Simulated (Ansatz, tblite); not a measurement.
Forces on [SnH3]- (SnH₃⁻) at its PBE-D4/def2-TZVPD geometry. Charge -1, multiplicity 1.

In the def2 sets Sn takes a core potential; there is no spin–orbit coupling. The xTB rows come from tblite. At r2SCAN-D4/def2-TZVPD the highest occupied level of the charge -1 singlet lies above zero (up to 0.22 eV). By energy differences its removal costs 2.36 eV (vertical, to the charge 0 doublet, at r2SCAN-D4/def2-TZVPD); a positive level beside a positive removal energy at the same level points to self-interaction error.

GFN1-xTB (tblite), largest force 1.06 eV/Å:

```xyz
4
positions Å, forces eV/Å
Sn    0.084    0.705   -0.277    0.118    0.982   -0.386
H     1.466   -0.348    0.258    0.000   -0.330    0.133
H    -0.678   -0.665   -1.198   -0.056   -0.338    0.095
H    -0.872    0.308    1.217   -0.061   -0.313    0.158
```

GFN2-xTB (tblite), largest force 0.95 eV/Å:

```
Sn 0.105 0.877 -0.345
H 0.292 -0.317 0.151
H -0.177 -0.386 -0.168
H -0.220 -0.173 0.361
```

r2SCAN-D4/def2-TZVPD (Ansatz), largest force 0.29 eV/Å:

```
Sn -0.032 -0.268 0.105
H -0.126 0.100 -0.050
H 0.070 0.129 0.083
H 0.088 0.040 -0.138
```
